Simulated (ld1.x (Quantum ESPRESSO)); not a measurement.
## Transferability test, TM potential for holmium (Ho)

- Element: Ho
- Generator: ld1.x (Quantum ESPRESSO) 7.5
- Type: norm-conserving Troullier–Martins (Kleinman–Bylander form)
- Functional: PBEsol
- Relativity: scalar-relativistic
- Frozen core: [Kr] 4d10
- Valence charge: 21
- Reference configuration: 4f10 5s2 5p6 5d1 6s2 6p0
- Partial waves: 5s (bound): rc 1.30 bohr; 5d (bound): rc 3.40 bohr; 4f (bound): rc 1.10 bohr; 5p (bound): rc 1.30 bohr
- Local potential: the p channel
- Core correction: none

Occupied shells without a wave of their own: 6s. They enter only through the test configuration that unscreens the potential.

Energies are relative to the spin-unpolarised reference configuration 4f10 5s2 5p6 5d1 6s2 6p0; without spin polarisation the order of configurations can differ from experiment. The frozen-core shift is the all-electron ΔE with the core orbitals held at their reference shape minus the fully relaxed ΔE.

```csv
valence configuration,charge,ΔE all-electron (eV),error AE − PS (meV),frozen-core shift (meV)
4f11 5s2 5p6 5d0 6s2 6p0,0,-4.622,-272,+125
4f11 5s2 5p6 5d0 6s0 6p0,+2,13.398,-610,+145
4f11 5s1 5p6 5d0 6s2 6p0,+1,51.733,-385,+207
4f11 5s2 5p5 5d0 6s2 6p0,+1,26.636,-437,+199
4f10 5s2 5p6 5d0 6s2 6p0,+1,5.768,+12,+0.2
4f10 5s2 5p6 5d0 6s0 6p0,+3,39.400,-554,+9.7
```

Question: What are ΔE and the potential's error for 4f11 5s2 5p6 5d0 6s1 6p0?

Answer: ΔE = 1.701 eV all-electron; the error (AE − PS) is -402 meV.

ld1.x printed “convergence not achieved” for 7 of the counted tests; their residual had stalled under 1e-8, short of the target of 1e-14. The 6s level has no wave, so the channel is fitted at the deeper level alone: the likely source of the large errors.
